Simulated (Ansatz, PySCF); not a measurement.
TaH5, SMILES [TaH5] (connectivity only; charge and spin as stated), neutral, multiplicity 1. Atoms are numbered in the order given.

```xyz
6

Ta     0.2143     0.1200     0.0000
H     -0.5033    -0.2832     1.5493
H     -1.2620     1.0676     0.0000
H      0.2555    -1.6338     0.0000
H     -0.5032    -0.2832    -1.5493
H      1.7751     0.9964     0.0000
```
Charge 0, spin multiplicity 1.

Geometry optimised at PBE0-D3(BJ)/def2-TZVPD. The spin state was assumed, not searched. The def2 effective core potentials stand for the cores of Ta; spin–orbit coupling is left out.

Two levels are set side by side: PBE-D3(BJ)/def2-TZVPD (Ansatz, a quantum-chemistry and plane-wave program) and PBE0-D3(BJ)/def2-TZVPD (Ansatz). Each level has its own optimised geometry; the coordinates shown are those of the second. Frequencies come from the Hessian of PySCF at each geometry. Differences are taken from unrounded values.

| quantity | PBE0-D3(BJ) | PBE-D3(BJ) | PBE-D3(BJ) minus PBE0-D3(BJ) |
|---|---|---|---|
| mean bond length (Å) | 1.761 | 1.770 | 0.009 |
| bond Ta1–H2 (Å) | 1.754 | 1.764 | 0.010 |
| bond Ta1–H3 (Å) | 1.754 | 1.764 | 0.010 |
| bond Ta1–H4 (Å) | 1.754 | 1.764 | 0.010 |
| bond Ta1–H5 (Å) | 1.754 | 1.764 | 0.010 |
| bond Ta1–H6 (Å) | 1.790 | 1.795 | 0.005 |
| highest harmonic wavenumber (cm⁻¹) | 1954 | 1892 | -63 |
| mean harmonic wavenumber (cm⁻¹) | 1156 | 1126 | -30 |
| zero-point energy (kcal/mol) | 19.83 | 19.31 | -0.52 |

GGA bonds tend to be longer and softer than those of functionals with exact exchange. Differences between two approximate levels are no errors against the true value.
